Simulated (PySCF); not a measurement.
Species: C6H12FO (doublet state).
Geometry (GFN2-xTB, Å), atoms numbered from 1 in this order:
```
atom  x, y, z in Å
C1    -1.3799    0.0778    1.2939
C2    -0.4216   -0.1928    0.1152
C3    -0.2349   -1.7050   -0.0306
C4    -0.9980    0.3408   -1.1500
O5    -1.2799    1.6680   -1.3284
C6     0.9323    0.4898    0.4570
C7     1.9611    0.3818   -0.6589
F8     3.0807    1.1111   -0.3272
H9    -2.3526   -0.3641    1.0929
H10   -1.5168    1.1445    1.4639
H11   -0.9834   -0.3574    2.2078
H12   -1.2007   -2.1881   -0.1547
H13    0.3732   -1.9404   -0.8993
H14    0.2445   -2.1165    0.8542
H15   -0.9674   -0.2060   -2.0727
H16   -1.2515    2.1162   -0.4752
H17    0.7694    1.5527    0.6541
H18    1.3415    0.0450    1.3662
H19    2.2996   -0.6461   -0.8149
H20    1.5794    0.7995   -1.5961
```

The hyperfine couplings belong to this conformer and change with its torsions.

Identity: `CC(C)([CH]O)CCF` [radical].

Theory: UKS B3LYP, pcH-1 on C F H O, non-relativistic, mean-field spin-orbit, GIAO (PySCF). One conformer (not necessarily the lowest) at the GFN2-xTB geometry, without solvent, vibrations or thermal averaging. The geometry wasn't refined by DFT: couplings that depend on bond lengths, twists or pyramidal angles can differ widely from those at the functional's own minimum. The SCF solution wasn't tested for stability.

The largest Mulliken spin populations are on C4 (+0.90) and O5 (+0.12). No atom but C4 exceeds +0.15. The angles at C4 add up to 357.9°, so it is nearly planar; its axial dipolar tensor and the negative coupling of its proton fit spin in a p orbital normal to that plane.

Problem. McConnell's relation a(H) = Q·ρ ties the coupling of a proton on a planar π carbon to the spin population of that carbon. What Q do the computed values give?

Solution. 
```
  H   C    ρ(C)  a(H) (G)  a/ρ (G)
H15  C4  +0.899    -20.54    -22.8
```

One proton gives one ratio, Q = -22.8 G, and no test of linearity.

Couplings in gauss use g_iso = 2.0032.

The run took 98 s wall (with the writing of density and orbital grids) on Arm Neoverse V1, one thread, no GPU, shared host with 32 logical CPUs at a one-minute load of 11, and the process peaked at 1.0 GiB of memory.
